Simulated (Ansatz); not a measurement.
The same ligand exchange along the group O, S, Se.

Computed with Ansatz on PBE0-D4/def2-TZVP structures; ΔE is electronic, products minus reactants. CCSD(T)/CBS adds triple-zeta CCSD(T) − MP2 to the extrapolated MP2 energy (def2 sets, frozen cores). This one scheme is used for every species. DFT in def2-TZVPP. For Ge, Se outer-core shells are correlated without core-valence functions, which leaves a few kJ/mol of doubt a bond. Scalar relativity is left out up to krypton. One conformer a species, not always the lowest.

```tsv
reaction	B2PLYP (kcal/mol)	HF/CBS(def2) (kcal/mol)
`[OH][GeH]([Cl])[Cl]` + CH₃NH₂ → `C[NH][GeH]([Cl])[Cl]` + H₂O	5.4	7.1
`[SH][GeH]([Cl])[Cl]` + CH₃NH₂ → `C[NH][GeH]([Cl])[Cl]` + H₂S	5.7	5.4
`[Cl][GeH]([Cl])[SeH]` + CH₃NH₂ → `C[NH][GeH]([Cl])[Cl]` + H₂Se	8.6	7.9
```

(1) Give the CCSD(T)/CBS values in the same order. (Estimate.)

Largest T1 diagnostic: 0.010, for `[OH][GeH]([Cl])[Cl]`.

Results:

(1) The calculation gave: 2.8, 5.0, 8.1 kcal/mol.
